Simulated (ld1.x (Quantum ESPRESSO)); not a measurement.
## Scattering properties, TM potential for Sr

ld1.x (Quantum ESPRESSO) 7.5 input, shortened:

```
&input
   title='Sr', zed=38., rel=1, dft='BP', iswitch=3,
   config='[Kr] 4d0 4f-2 5s2 5p0'
 /
 &inputp
   pseudotype=2, tm=.true., lloc=-1, rcloc=3.60,
   nlcc=.true., rcore=2.50
 /
4
5S  1  0   2.00   0.00  3.40  3.40  0.0
5P  2  1   0.00   0.00  3.00  3.00  0.0
4D  3  2   0.00   0.00  3.90  3.90  0.0
4F  4  3  -2.00  -0.10  3.60  3.60  0.0
 &test
   configts(1)='4d0 5s2 5p0'
 /
```

The phase is arctan(r·u′/u) with u = r·R(r), unwrapped; energies in Ry, scanned from -2 to 5 Ry. A pole is an energy at which the radial function vanishes at the test radius. The pseudo phase is shifted by a multiple of π to meet the all-electron one at the reference energy, and phase errors are pseudo minus all-electron; the curves can meet again beyond the range given. Levels narrower than the energy grid can be missing from the lists of poles.

```tsv
channel	radius (bohr)	reference energy (Ry)	poles, all-electron	poles, pseudo	unbroken range about the reference energy with phases within 0.05 rad	phase error 1 Ry above the reference energy (rad)
s	4.24	-0.27	0.40, 3.61	0.33, 1.06, 3.84	below 0.5	-0.521
p	4.24	-0.10	-1.67, 0.97, 4.33	0.61, 2.27	-1.6 to 0.2	-0.418
d	4.24	-0.10	0.11, 2.17	0.11, 2.58	below 0.6	+0.410
f	4.24	-0.10	1.49, 3.73	1.55, 4.53	below 1.9	+0.019
```

Phases in the s channel:

| E (Ry) | all-electron | pseudo |
| --- | --- | --- |
| -2.00 | 1.380 | 1.379 |
| -1.76 | 1.362 | 1.361 |
| -1.52 | 1.338 | 1.337 |
| -1.28 | 1.305 | 1.303 |
| -1.04 | 1.252 | 1.250 |
| -0.80 | 1.154 | 1.151 |
| -0.56 | 0.901 | 0.897 |
| -0.32 | -0.155 | -0.156 |
| -0.08 | -1.205 | -1.210 |
| 0.16 | -1.462 | -1.476 |
| 0.40 | -1.572 | -1.608 |
| 0.64 | -1.644 | -1.799 |
| 0.88 | -1.709 | -4.511 |
| 1.12 | -1.789 | -4.744 |
| 1.36 | -1.920 | -4.830 |
| 1.60 | -2.245 | -4.920 |
| 1.84 | -3.357 | -5.076 |
| 2.08 | -4.210 | -5.554 |
| 2.32 | -4.450 | -6.964 |
| 2.56 | -4.553 | -7.501 |
| 2.80 | -4.611 | -7.660 |
| 3.04 | -4.650 | -7.737 |
| 3.28 | -4.680 | -7.784 |
| 3.52 | -4.704 | -7.818 |
| 3.76 | -4.726 | -7.846 |
| 4.00 | -4.747 | -7.871 |
| 4.24 | -4.769 | -7.896 |
| 4.48 | -4.794 | -7.925 |
| 4.72 | -4.824 | -7.961 |
| 4.96 | -4.867 | -8.017 |
